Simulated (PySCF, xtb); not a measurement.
Si(CCH)2(F)(H) (C4H3FSi), SMILES C#C[SiH](F)C#C.

Harmonic wavenumbers (cm⁻¹) from GFN2-xTB in xtb at its own minimum, in rising order: 80, 135, 139, 214, 268, 292, 327, 606, 615, 659, 679, 684, 686, 690, 747, 819, 2214, 2217, 2317, 3358, 3358.

**Question.** What does ωB97X-D3(BJ)/def2-SVP in PySCF 2.14.0 give at its own minimum? (An estimate is asked for; the answer gives what the named calculation found.)

**Answer.** 94, 150, 161, 237, 342, 387, 431, 618, 693, 778, 778, 791, 791, 841, 850, 930, 2204, 2204, 2328, 3470, 3470. Paired by order, the mean absolute difference is 71 cm⁻¹ and the zero-point energies are 30.2 and 32.2 kcal/mol.
